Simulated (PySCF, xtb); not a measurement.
hexafluoroacetylacetone (C5H2F6O2), SMILES O=C(C=C(O)C(F)(F)F)C(F)(F)F.

xtb with GFN2-xTB at its own geometry gives an orbital gap of 2.87 eV and a dipole moment of 5.80 D.

Geometry optimised at PBE0-D3(BJ)/def2-SVP. One conformer was computed; it need not be the lowest.

Q: What does B3LYP/def2-SVP in PySCF give? (An estimate is asked for; the answer gives what the named calculation found.)

A: gap 5.22 eV (levels -7.85 and -2.63 eV), dipole 4.45 D.
